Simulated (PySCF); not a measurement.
# Excitation energy of N²⁺ by level of theory

N²⁺ [He] 2s2 2p1 (2P) → N²⁺ [He] 2s2 3s1 (2S), as a difference of total energies. All numbers are calculated (PySCF 2.14, the non-relativistic Hamiltonian (point nucleus), in aug-cc-pVQZ with one added diffuse shell each of s, p, d, f, g type (7s6p5d4f3g, 105 functions)). Correlated levels: valence: 1s2 frozen. The calculations carry no spin-orbit coupling.

```json
{"method": "UHF", "excitation energy (eV)": "27.656"}
{"method": "LDA", "excitation energy (eV)": "27.646"}
{"method": "PBE", "excitation energy (eV)": "27.740"}
{"method": "PBE0", "excitation energy (eV)": "27.815"}
{"method": "r2SCAN", "excitation energy (eV)": "28.306"}
{"method": "BLYP", "excitation energy (eV)": "27.890"}
{"method": "PW91", "excitation energy (eV)": "27.835"}
{"method": "B97-3", "excitation energy (eV)": "28.019"}
{"method": "wB97X", "excitation energy (eV)": "27.975"}
{"method": "MP2 (valence)", "excitation energy (eV)": "27.479"}
{"method": "SCS-MP2 (valence)", "excitation energy (eV)": "27.454"}
```

Task: How much does correlation contribute at MP2 (valence)?

Result: 27.479 − (27.656) = -0.177 eV, measured against UHF.

A first-order spin-orbit estimate (lowest level to lowest level, LS coupling) adds 0.014 eV.

The promoted electron is Rydberg-like, and one or two diffuse shells describe it only roughly, which tends to raise the upper state.
